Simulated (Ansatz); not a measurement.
A run for Ansatz (a program for electronic structure): U-wB97X-V/cc-pVTZ on GeH2 (SMILES [GeH2]), a point of a bond scan (R = 3.679 Å).

Ansatz 0.2 input:
```yaml
crystal:
  periodic: [false, false, false]
  atoms:
    - {symbol: Ge, position_ang: [0.00662121, -0.00051204, 0.06580777]}
    - {symbol: H, position_ang: [-0.29206364, -2.59610326, -2.52362352]}
    - {symbol: H, position_ang: [-0.08863693, 1.14541518, -1.04581664]}
basis:
  gaussian:
    orbitals: cc-pVTZ
hamiltonian:
  xc: {name: wB97X-V}
magnetization: {spin_polarized: true, initial_magnetization: 0}
```

It printed:

```
WARN ansatz: RAYON_NUM_THREADS=1 ignored (pool sized by the plan → 1); use --threads N
Functional definition: wB97X-V
integrals: 0.02 GiB planned
527 factors; their error is unknown
integrals: 0.05 GiB planned
113 factors; integrals over basis functions are off by at most 5.4e-5 eV
mean field: 0.30 GiB planned
mean field evaluation 1: about -56537.4000 eV, gradient 1.4e1 eV
mean field evaluation 2: about -56533.2833 eV, gradient 2.2e1 eV
mean field evaluation 4: about -56540.3274 eV, gradient 5.4e-1 eV
mean field evaluation 8: about -56540.4745 eV, gradient 1.6e-1 eV
mean field evaluation 16: about -56540.4747 eV, gradient 2.6e-5 eV
mean field evaluation 32: about -56541.2934 eV, gradient 7.2e0 eV
mean field evaluation 64: about -56541.7553 eV, gradient 2.5e-1 eV
mean field -56541.77641203 eV, -2077.8719577496 hartree, gradient 2.0e-6 eV, S^2 0.960557; 4 other end points of the search recorded, 0 dependent functions left out
reference -56541.77641214 eV, -2077.8719577536 hartree; 17, 17 occupied and 54, 54 virtual orbitals, 527 factors
Total energy: -56541.77641214 eV, -2077.8719577536 hartree
```

The calculation finished and met its thresholds. Its determinant has ⟨S²⟩ = 0.96, a mixture of spin states.

Cost: very roughly 12 core-seconds.
